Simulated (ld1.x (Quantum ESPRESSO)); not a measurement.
vanadium ultrasoft: all-electron and pseudo phase curves

V (Z = 23), ultrasoft, made with ld1.x (Quantum ESPRESSO) 7.5 (PBE, non-relativistic). Core [Ar], reference 3d3 4s0.5 4p0 (charge +1.5). Waves: 4s (bound): rcut 2.60, rcutus 2.85 bohr; 4s channel at 1.45 Ry: rcut 2.60, rcutus 2.85 bohr; 4p (bound, empty): rcut 2.80, rcutus 3.10 bohr; 4p channel at 0.15 Ry: rcut 2.80, rcutus 3.10 bohr; 3d (bound): rcut 1.85, rcutus 2.35 bohr; 3d channel at 3.7 Ry: rcut 1.85, rcutus 2.35 bohr. Local part: all-electron potential smoothed inside 3.00 bohr (lloc = -2). Core correction: a·sin(br)/r model core inside 2.62 bohr. Augmentation charge: PSQ, inside the norm-conserving radii.

The phase is arctan(r·u′/u) with u = r·R(r), unwrapped; energies in Ry, scanned from -3 to 5 Ry. A pole is an energy at which the radial function vanishes at the test radius. The pseudo phase is shifted by a multiple of π to meet the all-electron one at the reference energy, and phase errors are pseudo minus all-electron; the curves can meet again beyond the range given. Levels narrower than the energy grid can be missing from the lists of poles.

Question: For each channel, where are the poles, and over which energies does the pseudopotential scatter like the atom?

Answer:

| channel | radius (bohr) | reference energy (Ry) | poles, all-electron | poles, pseudo | unbroken range about the reference energy with phases within 0.05 rad | phase error 1 Ry above the reference energy (rad) |
| --- | --- | --- | --- | --- | --- | --- |
| s | 3.35 | -1.04 | -0.25, 4.58 | -0.25, 4.36 | the whole range | -0.000 |
| p | 3.35 | -0.72 | 0.42 | 0.42, 4.14 | below 2.0 | -0.000 |
| d | 3.35 | -1.25 | -1.19, 1.63 | -1.19, 1.72 | below -0.5 | +0.119 |

Phases in the d channel:

```csv
E (Ry),all-electron,pseudo
-3.00,1.375,1.378
-2.76,1.363,1.367
-2.52,1.350,1.354
-2.28,1.332,1.337
-2.04,1.309,1.315
-1.80,1.273,1.282
-1.56,1.200,1.213
-1.32,0.515,0.553
-1.08,-1.745,-1.733
-0.84,-1.875,-1.851
-0.60,-1.979,-1.936
-0.36,-2.133,-2.050
-0.12,-2.443,-2.253
0.12,-3.158,-2.709
0.36,-3.960,-3.572
0.60,-4.327,-4.165
0.84,-4.495,-4.419
1.08,-4.590,-4.547
1.32,-4.653,-4.626
1.56,-4.701,-4.682
1.80,-4.740,-4.727
2.04,-4.777,-4.768
2.28,-4.815,-4.808
2.52,-4.858,-4.852
2.76,-4.913,-4.908
3.00,-4.993,-4.990
3.24,-5.134,-5.132
3.48,-5.456,-5.455
3.72,-6.322,-6.322
3.96,-7.161,-7.160
4.20,-7.469,-7.468
4.44,-7.603,-7.603
4.68,-7.678,-7.678
4.92,-7.726,-7.726
```
